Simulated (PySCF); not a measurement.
Zn(I)(SeH) (HISeZn), SMILES [SeH][Zn][I].

Geometry: r2SCAN-D4/def2-SVP. The structure was generated by enumeration; whether it is a known compound was not checked. The def2 effective core potentials stand for the cores of I; spin–orbit coupling is left out. The values are those of a single conformer.

Calculation: r2SCAN-D4/def2-SVP (PySCF 2.14.0).

Frequencies are harmonic and unscaled.

Problem. Estimate the vibrational spectrum. (The exact figures need the calculation; the answer reports its results.)

Solution. 
```json
[
 {"mode": "1", "ν (cm⁻¹)": "67", "IR (km/mol)": "5.1", "Raman (Å⁴/amu)": "0.1", "depolarisation": "0.65", "moving atoms (share of kinetic energy)": "Zn 74 %, Se 15 %, I 9 %"},
 {"mode": "2", "ν (cm⁻¹)": "72", "IR (km/mol)": "4.6", "Raman (Å⁴/amu)": "0.0", "depolarisation": "–", "moving atoms (share of kinetic energy)": "Zn 75 %, Se 16 %, I 9 %"},
 {"mode": "3", "ν (cm⁻¹)": "176", "IR (km/mol)": "1.3", "Raman (Å⁴/amu)": "11.9", "depolarisation": "0.27", "moving atoms (share of kinetic energy)": "Se 51 %, I 46 %"},
 {"mode": "4", "ν (cm⁻¹)": "355", "IR (km/mol)": "47.5", "Raman (Å⁴/amu)": "0.6", "depolarisation": "0.23", "moving atoms (share of kinetic energy)": "Zn 74 %, Se 19 %"},
 {"mode": "5", "ν (cm⁻¹)": "561", "IR (km/mol)": "1.5", "Raman (Å⁴/amu)": "2.6", "depolarisation": "0.71", "moving atoms (share of kinetic energy)": "H 97 %"},
 {"mode": "6", "ν (cm⁻¹)": "2423", "IR (km/mol)": "7.3", "Raman (Å⁴/amu)": "147.2", "depolarisation": "0.30", "moving atoms (share of kinetic energy)": "H 99 %"}
]
```
